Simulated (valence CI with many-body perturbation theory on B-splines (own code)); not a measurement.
Questions on Au⁷³⁺

Method: valence CI with perturbative core correlation (CI+MBPT): four valence electrons over a frozen Dirac-Fock core [He], radial functions for each j: 11 s, 11 p, 9 d, 7 f, 5 g, 2 h, 1 i, with the one-electron correlation potential Σ1 (screened to all orders), the two-electron term Σ2, the three-electron term Σ3, Breit, model QED; selected single and double excitations, second order for the rest (own B-spline code, finite nucleus).

No measured spectrum was set against this ion. As an estimate, large intervals hold to a few tenths of a per cent, small ones and those within an open d or f shell to about a per cent. Among the levels kept, up to 300 cm⁻¹ of a level comes from second order outside the variational space, and about a tenth of that is noise between levels of different J, which matters for small intervals.

Levels are named by their leading jj configuration (3d3/2^4 stands for four electrons in 3d with j = 3/2), which in mixed levels can hold well under half, so a name can repeat and another be missing.

Rates and lifetimes use the calculated energies. Strong lines usually hold to 10 to 20 %, long lifetimes can be off by a factor of two.

Task: What is the ground level?

Result: (2s^2 2p1/2^2) J=0, composition 68 % 2s2 2p2 3P + 32 % 2s2 2p2 1S.

Task: What is the ionisation energy?

Result: 21474 eV; NIST lists 21470 ± 90 eV (theoretical).

Task: Where does the other parity begin?

Result: At (2s 2p1/2^2 2p3/2) J=2, 165.6 Ry.

Task: Among levels below 1131.6 Ry, which E1 lines absorb most strongly from the ground level?

Result: to (2s^2 2p1/2 3d3/2) J=1 at 0.09576 nm, f = 1.07; to (2s 2p1/2^2 3p1/2) J=1 at 0.09857 nm, f = 0.309; to (2s 2p1/2^2 2p3/2) J=1 at 0.5277 nm, f = 0.300.

Task: How well does LS coupling describe the low levels?

Result: Among the lowest 20 levels the leading LS term, summed over configurations, holds 67 % on average. For single configurations the figures are 67 % in LS and 100 % in jj coupling. Terms mix most in the J = 1 level at 172.7 Ry, where the leading one holds 31 %.

Task: Name the longest-lived excited levels whose lifetime is computed, and their main decay.

Result: (2s^2 2p1/2 2p3/2) J=2 at 142.2 Ry lives 3.35 ns, mostly by E2 to (2s^2 2p1/2^2) J=0; (2s 2p1/2^2 2p3/2) J=2 at 165.6 Ry lives 25.2 ps, mostly by E1 to (2s^2 2p1/2 2p3/2) J=1; (2s^2 2p1/2 2p3/2) J=1 at 140.8 Ry lives 23.5 ps, mostly by M1 to (2s^2 2p1/2^2) J=0.

Task: What are the static dipole polarisabilities of the lowest levels?

Result: (2s^2 2p1/2^2) J=0 5.08e-05 bohr³, of which the core gives 1.59e-07.
